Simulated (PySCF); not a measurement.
## Palladium: a sound run and one with changed settings

Sound run: Pd [Kr] 4d10, Pd+ [Kr] 4d9. All numbers are calculated (PySCF 2.14, a scalar-relativistic core potential, in def2-TZVP with the def2 core potential (28 electrons) (6s4p3d1f, 40 functions)). In the sound run the correlated levels freeze 4s2 4p6 outside the core potential. The sound run starts from symmetry-adapted Hartree-Fock orbitals and uses a fine grid where one is needed.

A second run was set up differently.

```csv
species,method,sound run (hartree),changed run (hartree),converged
Pd,MP2,-127.29818,-127.48391,yes
Pd+,MP2,-127.00486,-127.18662,yes
```

Ionisation energy of Pd:

```json
{"method": "UHF", "sound run (eV)": "6.281", "changed run (eV)": "6.281"}
{"method": "MP2", "sound run (eV)": "7.982", "changed run (eV)": "8.090"}
{"method": "SCS-MP2", "sound run (eV)": "7.805", "changed run (eV)": "7.843"}
```

**Question.** What was changed?
A. a valence shell is frozen
B. level shift left on
C. minimal basis
D. all electrons correlated in a valence basis

**Answer.** D. A valence basis has no tight correlating functions, so it recovers only part of the core correlation, and not evenly between atom and ion.
